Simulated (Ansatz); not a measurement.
CH6N2Si, SMILES `NC1N[SiH2]1`, 10 atoms. Total charge 0; spin multiplicity 1. All runs use 2 threads of an Arm Neoverse V1 on a shared host. Correlated methods freeze the cores.

(1) Give the basis size and wall time and peak host memory of each of these runs in Ansatz. RHF-CCSD(T)/def2-TZVPP energy; RKS PBE0-D4/def2-TZVP frequencies; RKS PBE0-D4/def2-TZVP relaxation (10 steps); direct RPA on PBE orbitals/def2-TZVPP energy; RHF-CCSD(T)/def2-SVP energy; RKS B2PLYP (frozen core)/def2-TZVPP energy; RKS ωB97X-V/def2-TZVPP energy; RKS ωB97M-V/def2-SVP energy; RHF-MP2/def2-QZVPP energy; RKS PBE0-D4/def2-SVP energy; RKS r2SCANh-D4/def2-TZVPP energy; RKS PBE0-D4/def2-QZVPP energy. (Estimate.)

Results:

(1) Computed: Other jobs shared the machine, so times are rough.

```
                                level                    job  functions  wall time  peak host memory (GiB)
                 RKS PBE0-D4/def2-SVP                 energy         90      1.2 s                    0.17
                 RHF-CCSD(T)/def2-SVP                 energy         90      3.7 s                    0.31
                 RKS ωB97M-V/def2-SVP                 energy         90      5.5 s                    0.25
            RKS r2SCANh-D4/def2-TZVPP                 energy        219      6.5 s                    0.44
direct RPA on PBE orbitals/def2-TZVPP                 energy        219      6.5 s                    0.52
  RKS B2PLYP (frozen core)/def2-TZVPP                 energy        219      6.5 s                    0.49
               RKS PBE0-D4/def2-QZVPP                 energy        421       10 s                     1.1
               RKS ωB97X-V/def2-TZVPP                 energy        219       10 s                    0.53
                   RHF-MP2/def2-QZVPP                 energy        421       25 s                     2.2
                RKS PBE0-D4/def2-TZVP  relaxation (10 steps)        166       39 s                    0.34
               RHF-CCSD(T)/def2-TZVPP                 energy        219       98 s                     3.4
                RKS PBE0-D4/def2-TZVP            frequencies        166    2.5 min                    0.37
```
